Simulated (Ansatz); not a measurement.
(1) Predict a relaxed structure of ZnMeCl (CH₃ClZn), charge 0, singlet, at B3LYP-D4/def2-TZVP (Ansatz).

Results:

(1) 
```xyz
6

Zn    0.838   -0.072    0.748
C    -0.605    0.050   -0.541
H    -0.863   -0.942   -0.911
H    -0.304    0.672   -1.383
H    -1.486    0.492   -0.075
Cl    2.420   -0.200    2.161
```
Point group C3v (tolerance 0.1 Å). The metal has 2 neighbours: C 1.94 Å, Cl 2.12 Å. This is one stationary point.
